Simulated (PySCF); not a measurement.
# `[BH3-][P+]1(N)CCC1`, C$_{3}$H$_{11}$BNP

Cartesian coordinates in Å; atom numbers follow the order of the lines, from 1:
```xyz
17

B     1.8209   -0.3064   -0.1639
P     0.0375    0.2439    0.1220
N    -0.2224    1.9058    0.4512
C    -1.3719   -0.1607   -0.9921
C    -2.2684   -0.3678    0.2495
C    -1.1370   -0.5722    1.2821
H     2.3977   -0.0019    0.8743
H     1.7775   -1.5099   -0.3785
H     2.1866    0.3608   -1.1256
H     0.2846    2.1827    1.2923
H     0.1432    2.4779   -0.3105
H    -1.1467   -1.0997   -1.5205
H    -1.6788    0.6000   -1.7227
H    -2.9905   -1.1950    0.1746
H    -2.8232    0.5537    0.4734
H    -1.2658   -0.1250    2.2772
H    -0.8451   -1.6275    1.3954
```

Computed, not measured: GIAO KT3/pcSseg-1 magnetisability, rotational g tensor and spin-rotation constants, non-relativistic, gas phase (PySCF 2.14.0). Geometry: PBE0-D3(BJ)/def2-SVP.

Q: How diamagnetic is it, and how anisotropic?

A: Isotropic -1203 × 10⁻³⁰ J/T², or -72.5 × 10⁻⁶ cm³/mol; principal values -1273, -1256, -1081 × 10⁻³⁰ J/T², anisotropy 184 × 10⁻³⁰ J/T² (root of half the summed squared differences of the principal values). The susceptibility is in cgs units.

Q: Split it along the inertial axes a, b, c into diamagnetic and paramagnetic parts about the centre of mass, with the quadrupole moment.

A: 
| axis | χ (10⁻⁶ cm³/mol) | diamagnetic (10⁻⁶ cm³/mol) | paramagnetic (10⁻⁶ cm³/mol) | summed x² of all electrons (Å²) | quadrupole Θ (D Å) |
| --- | --- | --- | --- | --- | --- |
| a | -76.6 | -410.6 | 334.0 | 107.9 | -9.37 |
| b | -65.2 | -634.7 | 569.6 | 55.0 | +2.63 |
| c | -75.7 | -691.2 | 615.5 | 41.7 | +6.74 |

Anisotropies 2χaa − χbb − χcc = -12.3 and 2χbb − χaa − χcc = +21.9 × 10⁻⁶ cm³/mol. Θ is traceless in Buckingham's convention.

Q: And the rotational g tensor?

A: 
| axis | rotational constant (GHz) | g | nuclear part | electronic part |
| --- | --- | --- | --- | --- |
| a | 4.1735 | -0.0099 | 0.6450 | -0.6549 |
| b | 2.4077 | -0.0266 | 0.6177 | -0.6442 |
| c | 2.1638 | -0.0157 | 0.6100 | -0.6257 |

Asymmetric top; isotopes 11B, 12C, 1H, 14N, 31P; no vibrational averaging.
